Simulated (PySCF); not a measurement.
## BeF⁻: from constants to spectrum

RHF-CCSD(T) constants of BeF⁻, ¹Σ⁺ (singlet), closed shell (PySCF, no relativity, basis sets Be aug-pcseg-1, F aug-pcseg-1; masses 9.0122 and 18.9984 u):

- ωe: 945.4 cm⁻¹
- ωexe: 9.36 cm⁻¹
- Be: 1.268 cm⁻¹
- αe: 0.0194 cm⁻¹
- D (centrifugal): 9.12e-06 cm⁻¹
- De to Be + F⁻: 3.02 eV

(1) Give the band origin of the fundamental and the first lines of its P and R branches.

(2) Near which J would the R branch turn back, without centrifugal distortion?

Correlated steps freeze 1 core orbital. Correlated levels converge slowly with the basis: in double zeta they bind strong bonds too weakly, by up to about 1 eV, and carry superposition errors of some tenths. For an ion De counts to the pair picked by the measured ionisation energies or electron affinities, which need not be the lowest pair at this level.

Results:

(1) ν0 = ωe − 2ωexe = 926.7 cm⁻¹, B0 = 1.2583, B1 = 1.2389 cm⁻¹.

```tsv
J″	P(J″) − ν0	R(J″) − ν0
0		2.478
1	-2.517	4.917
2	-5.072	7.316
3	-7.665	9.676
4	-10.297	11.996
5	-12.966	14.277
6	-15.674	16.517
```

(2) At J ≈ (B0 + B1)/(2(B0 − B1)) − 1 ≈ 63.
